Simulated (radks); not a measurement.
The numbers below are computed, except where a source is named.
Problem. Ionisation of neutral rhodium, [Kr] 4d8 5s1, to Rh+, [Kr] 4d8, under several functionals. Dirac Kohn-Sham, spin-unpolarised, spherical densities, finite nucleus; open shells fill j = l - 1/2 first; a radial shooting solver on a logarithmic mesh with Libxc functionals. The NIST Atomic Spectra Database gives 7.459 eV (measured). Rank these functionals by the error of their Delta-SCF ionisation energy: PBE; PBEsol; HCTH/407; LDA (Slater exchange, Perdew-Zunger correlation); LDA (Slater exchange, Perdew-Wang correlation); RPBE; OLYP; B86b exchange with PBE correlation.

Solution. From best to worst: PBEsol 7.455 eV (-0.004); PBE 7.454 eV (-0.005); B86b exchange with PBE correlation 7.475 eV (+0.016); HCTH/407 7.432 eV (-0.027); RPBE 7.327 eV (-0.132); LDA (Slater exchange, Perdew-Wang correlation) 7.776 eV (+0.317); LDA (Slater exchange, Perdew-Zunger correlation) 7.784 eV (+0.325); OLYP 7.103 eV (-0.355). Spin polarisation and multiplet splitting are left out, so open shells lie too high by an amount that depends on their filling.

Beside tabulated values, note that spin-unpolarised runs miss the spin-polarisation part of the exchange energy of open shells.
